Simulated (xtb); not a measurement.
Species: Br3FSi, SMILES `F[Si](Br)(Br)Br` (charge 0, multiplicity 1).

Problem. Give a relaxed geometry from GFN2-xTB (xtb 6.7.1).

Solution. the end point of this relaxation (outside a Z-matrix the atoms follow the SMILES, hydrogens last).
Bonded distances (Å): F1–Si2 1.590, Si2–Br3 2.187, Si2–Br4 2.187, Si2–Br5 2.187. Angles (°): F1–Si2–Br3 107.0, F1–Si2–Br4 107.0, F1–Si2–Br5 107.0, Br3–Si2–Br4 111.9, Br3–Si2–Br5 111.9, Br4–Si2–Br5 111.9.
